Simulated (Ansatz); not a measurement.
`[F][Al]([F])[N]([SiH3])[SiH3]` + `C[SeH]` → `C[Se][Al]([F])[F]` + `[SiH3]N[SiH3]` at 700 K and 1 bar (ligand exchange at the Al–N bond).

Calculated with Ansatz (gas phase, PBE0-D4/def2-TZVP geometries, no zero-point term in ΔE). CCSD(T)/CBS adds triple-zeta CCSD(T) − MP2 to the extrapolated MP2 energy (def2 sets, frozen cores). This one scheme is used for every species. For Se outer-core shells are correlated without core-valence functions, which leaves a few kJ/mol of doubt a bond. Scalar relativity is left out up to krypton. Each species was taken in one conformer, which may not be the lowest.

| species | CCSD(T)/CBS energy (Eh) | H − E (kJ/mol) | S (J/(mol·K)) |
| --- | --- | --- | --- |
| `[F][Al]([F])[N]([SiH3])[SiH3]` | -1078.31094 | 266.6 | 569.1 |
| `C[SeH]` | -2441.15625 | 157.6 | 325.3 |
| `C[Se][Al]([F])[F]` | -2882.36734 | 186.0 | 478.6 |
| `[SiH3]N[SiH3]` | -637.10515 | 245.6 | 444.2 |

H − E and S are ideal-gas, rigid-rotor, harmonic terms from PBE0-D4/def2-TZVP, for one conformer and one mirror image of each species. 1 Eh = 2625.50 kJ/mol, R = 8.31446 J/(mol·K).

**Question.** By hand: ΔE, ΔH, ΔS and ΔG.

**Answer.** ΔE = (-2882.36734) + (-637.10515) − (-1078.31094) − (-2441.15625) = -0.00530 Eh = -13.9 kJ/mol. Δ(H − E) = 186.0 + 245.6 − 266.6 − 157.6 = 7.4, so ΔH = -6.5 kJ/mol. ΔS = 478.6 + 444.2 − 569.1 − 325.3 = 28.4 J/(mol·K). ΔG = -6.5 − 700 × (28.4)/1000 = -26.4 kJ/mol.

**Question.** By hand: the equilibrium constant, and the temperature at which ΔG would vanish if ΔH and ΔS stayed fixed.

**Answer.** log₁₀ K = −ΔG/(RT ln 10) = 2.0. ΔH and −TΔS have one sign here, so there is no such temperature.

TΔS isn't small against ΔH here. A doubt of 5 kJ/mol in ΔE shifts log₁₀ K by 0.4 here. Other conformers and mirror images would add mixing entropy, several J/(mol·K) or more a flexible species. Modes under 60 cm⁻¹, often nearly free rotors, make the harmonic entropy too high. These are equilibria of isolated gas molecules and say nothing of rates. Largest T1 diagnostic: 0.012 (customary marks: 0.02 for closed shells, 0.045 for open ones).
